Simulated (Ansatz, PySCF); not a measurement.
Potential energy curve for SMILES BN, singlet. The N1–B4 bond (N1 also carries H, H; B4 carries H, H) is stretched with both fragments frozen at the PBE0/def2-TZVP optimised geometry.

Methods: RKS-B3LYP/LANL2DZ = restricted B3LYP/LANL2DZ (PySCF); UKS-B3LYP/6-311+G** = unrestricted B3LYP/6-311+G**, spherical d (PySCF 2.14.0); UMP2/3-21G = unrestricted MP2 (frozen core)/3-21G (PySCF); UCCSD(T) = CCSD(T) on UHF/cc-pVTZ, frozen core in Ansatz (an electronic-structure program).

Energies relative to the lowest point of each curve near equilibrium, in mEh; the last columns give the difference from UCCSD(T):

```json
[
 {"R / Å": "1.11", "RKS-B3LYP/LANL2DZ": "124.4", "UKS-B3LYP/6-311+G**": "109.3", "UMP2/3-21G": "130.2", "UCCSD(T)": "113.1", "RKS-B3LYP/LANL2DZ − UCCSD(T)": "11.2", "UKS-B3LYP/6-311+G** − UCCSD(T)": "-3.9", "UMP2/3-21G − UCCSD(T)": "17.1"},
 {"R / Å": "1.18", "RKS-B3LYP/LANL2DZ": "62.2", "UKS-B3LYP/6-311+G**": "53.0", "UMP2/3-21G": "66.3", "UCCSD(T)": "55.3", "RKS-B3LYP/LANL2DZ − UCCSD(T)": "6.9", "UKS-B3LYP/6-311+G** − UCCSD(T)": "-2.3", "UMP2/3-21G − UCCSD(T)": "11.0"},
 {"R / Å": "1.22", "RKS-B3LYP/LANL2DZ": "38.7", "UKS-B3LYP/6-311+G**": "32.0", "UMP2/3-21G": "41.7", "UCCSD(T)": "33.6", "RKS-B3LYP/LANL2DZ − UCCSD(T)": "5.1", "UKS-B3LYP/6-311+G** − UCCSD(T)": "-1.6", "UMP2/3-21G − UCCSD(T)": "8.1"},
 {"R / Å": "1.33", "RKS-B3LYP/LANL2DZ": "5.1", "UKS-B3LYP/6-311+G**": "3.2", "UMP2/3-21G": "5.9", "UCCSD(T)": "3.6", "RKS-B3LYP/LANL2DZ − UCCSD(T)": "1.5", "UKS-B3LYP/6-311+G** − UCCSD(T)": "-0.4", "UMP2/3-21G − UCCSD(T)": "2.3"},
 {"R / Å": "1.38", "RKS-B3LYP/LANL2DZ": "0.5", "UKS-B3LYP/6-311+G**": "0.0", "UMP2/3-21G": "0.7", "UCCSD(T)": "0.1", "RKS-B3LYP/LANL2DZ − UCCSD(T)": "0.4", "UKS-B3LYP/6-311+G** − UCCSD(T)": "-0.1", "UMP2/3-21G − UCCSD(T)": "0.6"},
 {"R / Å": "1.40", "RKS-B3LYP/LANL2DZ": "0.0", "UKS-B3LYP/6-311+G**": "0.0", "UMP2/3-21G": "0.0", "UCCSD(T)": "0.0", "RKS-B3LYP/LANL2DZ − UCCSD(T)": "0.0", "UKS-B3LYP/6-311+G** − UCCSD(T)": "0.0", "UMP2/3-21G − UCCSD(T)": "0.0"},
 {"R / Å": "1.48", "RKS-B3LYP/LANL2DZ": "3.8", "UKS-B3LYP/6-311+G**": "5.2", "UMP2/3-21G": "3.5", "UCCSD(T)": "5.1", "RKS-B3LYP/LANL2DZ − UCCSD(T)": "-1.3", "UKS-B3LYP/6-311+G** − UCCSD(T)": "0.1", "UMP2/3-21G − UCCSD(T)": "-1.6"},
 {"R / Å": "1.54", "RKS-B3LYP/LANL2DZ": "11.3", "UKS-B3LYP/6-311+G**": "13.2", "UMP2/3-21G": "11.0", "UCCSD(T)": "13.3", "RKS-B3LYP/LANL2DZ − UCCSD(T)": "-2.0", "UKS-B3LYP/6-311+G** − UCCSD(T)": "-0.1", "UMP2/3-21G − UCCSD(T)": "-2.2"},
 {"R / Å": "1.61", "RKS-B3LYP/LANL2DZ": "23.2", "UKS-B3LYP/6-311+G**": "25.5", "UMP2/3-21G": "23.5", "UCCSD(T)": "25.9", "RKS-B3LYP/LANL2DZ − UCCSD(T)": "-2.7", "UKS-B3LYP/6-311+G** − UCCSD(T)": "-0.4", "UMP2/3-21G − UCCSD(T)": "-2.4"},
 {"R / Å": "1.71", "RKS-B3LYP/LANL2DZ": "44.0", "UKS-B3LYP/6-311+G**": "46.1", "UMP2/3-21G": "45.5", "UCCSD(T)": "47.3", "RKS-B3LYP/LANL2DZ − UCCSD(T)": "-3.3", "UKS-B3LYP/6-311+G** − UCCSD(T)": "-1.1", "UMP2/3-21G − UCCSD(T)": "-1.8"},
 {"R / Å": "1.87", "RKS-B3LYP/LANL2DZ": "80.9", "UKS-B3LYP/6-311+G**": "82.1", "UMP2/3-21G": "85.5", "UCCSD(T)": "84.8", "RKS-B3LYP/LANL2DZ − UCCSD(T)": "-3.9", "UKS-B3LYP/6-311+G** − UCCSD(T)": "-2.7", "UMP2/3-21G − UCCSD(T)": "0.7"},
 {"R / Å": "2.10", "RKS-B3LYP/LANL2DZ": "133.0", "UKS-B3LYP/6-311+G**": "132.1", "UMP2/3-21G": "143.5", "UCCSD(T)": "137.2", "RKS-B3LYP/LANL2DZ − UCCSD(T)": "-4.2", "UKS-B3LYP/6-311+G** − UCCSD(T)": "-5.1", "UMP2/3-21G − UCCSD(T)": "6.3"},
 {"R / Å": "2.25", "RKS-B3LYP/LANL2DZ": "163.6", "UKS-B3LYP/6-311+G**": "161.3", "UMP2/3-21G": "215.8", "UCCSD(T)": "167.9", "RKS-B3LYP/LANL2DZ − UCCSD(T)": "-4.2", "UKS-B3LYP/6-311+G** − UCCSD(T)": "-6.6", "UMP2/3-21G − UCCSD(T)": "48.0"},
 {"R / Å": "2.51", "RKS-B3LYP/LANL2DZ": "208.9", "UKS-B3LYP/6-311+G**": "204.5", "UMP2/3-21G": "247.2", "UCCSD(T)": "—", "RKS-B3LYP/LANL2DZ − UCCSD(T)": "—", "UKS-B3LYP/6-311+G** − UCCSD(T)": "—", "UMP2/3-21G − UCCSD(T)": "—"},
 {"R / Å": "2.74", "RKS-B3LYP/LANL2DZ": "241.0", "UKS-B3LYP/6-311+G**": "233.2", "UMP2/3-21G": "253.2", "UCCSD(T)": "—", "RKS-B3LYP/LANL2DZ − UCCSD(T)": "—", "UKS-B3LYP/6-311+G** − UCCSD(T)": "—", "UMP2/3-21G − UCCSD(T)": "—"},
 {"R / Å": "3.04", "RKS-B3LYP/LANL2DZ": "273.4", "UKS-B3LYP/6-311+G**": "239.1", "UMP2/3-21G": "—", "UCCSD(T)": "—", "RKS-B3LYP/LANL2DZ − UCCSD(T)": "—", "UKS-B3LYP/6-311+G** − UCCSD(T)": "—", "UMP2/3-21G − UCCSD(T)": "—"},
 {"R / Å": "3.38", "RKS-B3LYP/LANL2DZ": "300.1", "UKS-B3LYP/6-311+G**": "236.8", "UMP2/3-21G": "—", "UCCSD(T)": "—", "RKS-B3LYP/LANL2DZ − UCCSD(T)": "—", "UKS-B3LYP/6-311+G** − UCCSD(T)": "—", "UMP2/3-21G − UCCSD(T)": "—"},
 {"R / Å": "3.78", "RKS-B3LYP/LANL2DZ": "321.7", "UKS-B3LYP/6-311+G**": "235.6", "UMP2/3-21G": "—", "UCCSD(T)": "—", "RKS-B3LYP/LANL2DZ − UCCSD(T)": "—", "UKS-B3LYP/6-311+G** − UCCSD(T)": "—", "UMP2/3-21G − UCCSD(T)": "—"},
 {"R / Å": "4.10", "RKS-B3LYP/LANL2DZ": "333.5", "UKS-B3LYP/6-311+G**": "235.2", "UMP2/3-21G": "—", "UCCSD(T)": "—", "RKS-B3LYP/LANL2DZ − UCCSD(T)": "—", "UKS-B3LYP/6-311+G** − UCCSD(T)": "—", "UMP2/3-21G − UCCSD(T)": "—"},
 {"R / Å": "4.86", "RKS-B3LYP/LANL2DZ": "347.7", "UKS-B3LYP/6-311+G**": "234.5", "UMP2/3-21G": "—", "UCCSD(T)": "—", "RKS-B3LYP/LANL2DZ − UCCSD(T)": "—", "UKS-B3LYP/6-311+G** − UCCSD(T)": "—", "UMP2/3-21G − UCCSD(T)": "—"}
]
```

RKS-B3LYP/LANL2DZ is furthest from UCCSD(T) at 1.11 (11.2 mEh, above); its mean absolute difference over the points is 3.6 mEh.

UKS-B3LYP/6-311+G** is furthest from UCCSD(T) at 2.25 (-6.6 mEh, below); its mean absolute difference over the points is 1.9 mEh.

UMP2/3-21G is furthest from UCCSD(T) at 2.25 (48.0 mEh, above); its mean absolute difference over the points is 7.8 mEh.

Dashes: no converged value, or the column stops at the first point that the program doubted or that broke a chosen test of continuity, which isn't proof of a fault.

The restricted form behind RKS-B3LYP/LANL2DZ keeps the bonding electrons paired and can't separate into open-shell fragments. The unrestricted solution behind UKS-B3LYP/6-311+G** changes between 2.74 and 3.04 Å, which can leave a kink. The unrestricted determinant behind UKS-B3LYP/6-311+G** is spin-contaminated at 2.74 to 4.86 Å (<S²> up to 1.0, against 0.00 for a pure singlet). The unrestricted determinant behind UMP2/3-21G is spin-contaminated at 2.25 to 4.86 Å (<S²> up to 1.0, against 0.00 for a pure singlet). The unrestricted determinant behind UCCSD(T) is spin-contaminated at 2.51 to 4.86 Å (<S²> up to 1.0, against 0.00 for a pure singlet).
